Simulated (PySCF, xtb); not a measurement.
2-chlorobuta-1,3-diene (C₄H₅Cl), SMILES ClC(C=C)=C. The values are those of a single conformer.

Harmonic wavenumbers (cm⁻¹) from GFN2-xTB (xtb 6.7.1) at its own minimum, in rising order: 109, 231, 362, 381, 497, 631, 635, 724, 868, 896, 899, 1002, 1002, 1189, 1275, 1378, 1402, 1641, 1670, 3062, 3113, 3117, 3142, 3153.

**Question.** What does PySCF with PBE-D3(BJ)/def2-SVP give at its own minimum? (Estimate from the structure and the level; the computed values follow.)

**Answer.** 160, 243, 378, 416, 510, 629, 643, 735, 840, 873, 900, 973, 986, 1199, 1255, 1332, 1376, 1603, 1659, 3085, 3094, 3096, 3194, 3206. Paired by order, the mean absolute difference is 23 cm⁻¹ and the zero-point energies are 46.3 and 46.3 kcal/mol.
